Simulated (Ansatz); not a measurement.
System: GaOBrH$_{2}$, charge 0, singlet. GaOBrH2 (SMILES [GaH]([Br])[OH]).
B3LYP-D3(BJ)/def2-TZVP minimum from Ansatz (a quantum-chemistry and plane-wave program):
```
Ga
O 1 1.7869
H 2 0.9630 1 114.06
H 1 1.5520 2 124.95 3 0.00
Br 1 2.2904 4 122.52 2 180.00
```

Atomisation energy term by term, kcal/mol (programs: Ansatz). Radicals and triplets start from unrestricted determinants; spin-orbit coupling is neglected. Correlated methods leave the cores frozen (noble-gas shells, and filled d and f shells in the p block). No relativity. CBS(X,Y): correlation extrapolated as X^-3, Hartree-Fock from the larger set (Q,5: extrapolated as (X+1)exp(-9√X)). A bracket is a step between two methods taken in the basis named. For partners of very few electrons the exact lower level stands in for a higher one. Spin-orbit terms, left out, reach several kcal/mol for Br and I, and more for heavier atoms.

| term | basis | kcal/mol |
|---|---|---|
| Hartree-Fock | CBS(cc-pVQZ,cc-pV5Z) | 239.48 |
| CCSD correlation | CBS(cc-pVQZ,cc-pV5Z) | 101.09 |
| (T) | CBS(cc-pVQZ,cc-pV5Z) | 7.60 |
| CCSDT(Q) - CCSD(T) | cc-pVTZ | 0.19 |
| sum: De |  | 348.4 |

The step beyond CCSD(T) by other levels: CCSDT(Q) in cc-pVDZ 0.67 kcal/mol.
